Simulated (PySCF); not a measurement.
A PySCF script (with the pyscf-properties extension) for the NMR shieldings of SMILES [O]([AlH][O]B)C, CH$_{6}$AlBO$_{2}$, on a GFN2-xTB geometry:

```python
import basis_set_exchange as bse
import numpy as np
from pyscf import gto, dft
from pyscf.prop import nmr

atoms = """
B     2.936485   -0.487962    0.125983
O     1.738946    0.084653    0.060735
Al    0.280305    0.892566   -0.015469
O    -1.204806    0.207216   -0.173887
C    -2.502179   -0.300467   -0.313664
H     3.544837   -0.684975   -0.865313
H     3.384469   -0.789758    1.174656
H     0.371524    2.385073    0.072873
H    -2.526683   -1.054500   -1.103421
H    -3.189972    0.507667   -0.572442
H    -2.827501   -0.756843    0.623905
"""
names = dict.fromkeys(["B", "O", "Al", "C", "H"], "pcSseg-1")
basis = {el: gto.basis.parse(bse.get_basis(n, elements=[el], fmt="nwchem")) for el, n in names.items()}
mol = gto.M(atom=atoms, basis=basis, charge=0, verbose=0)
mf = dft.RKS(mol, xc="PBE0")
mf.grids.level = 2
mf.grids.alignment = dft.numint.BLKSIZE   # the property module wants whole blocks of grid points
mf.conv_tol = 1e-9
mf.kernel()

calc = nmr.RKS(mf)   # GIAO
C = mf.mo_coeff
Co = C[:, mf.mo_occ > 0]
resp = mf.gen_response(singlet=True, hermi=2)
def vind(x):   # induced exchange potential for any number of trial vectors
    d = np.einsum("pi,xij,qj->xpq", C, 2 * x.reshape(-1, C.shape[1], Co.shape[1]), Co, optimize=True)
    return np.einsum("xpq,pi,qj->xij", resp(d - d.transpose(0, 2, 1)), C, Co, optimize=True).ravel()
mo1, _ = nmr.rhf.solve_mo1(calc, with_cphf=vind)
sigma = calc.kernel(mo1)
for i, s in enumerate(sigma):   # ppm
    print("%2d %-2s %9.2f" % (i, mol.atom_pure_symbol(i), np.trace(s) / 3))
```

Question: Give the expected output.

Answer: 
```
 0 B      52.68
 1 O      98.58
 2 Al    476.03
 3 O     310.93
 4 C     129.90
 5 H      26.17
 6 H      26.17
 7 H      28.15
 8 H      27.39
 9 H      27.24
10 H      27.39
```

These numbers come from an equivalent density-fitted implementation of the same equations, which agrees with the script to about 0.01 ppm for H and up to a few tenths of a ppm for heavy atoms, so last digits may differ.

Size and cost of the density-fitted run: 122 basis functions, 10 s wall time on 1 thread of an Arm Neoverse V1, shared host; peak memory 0.55 GiB.
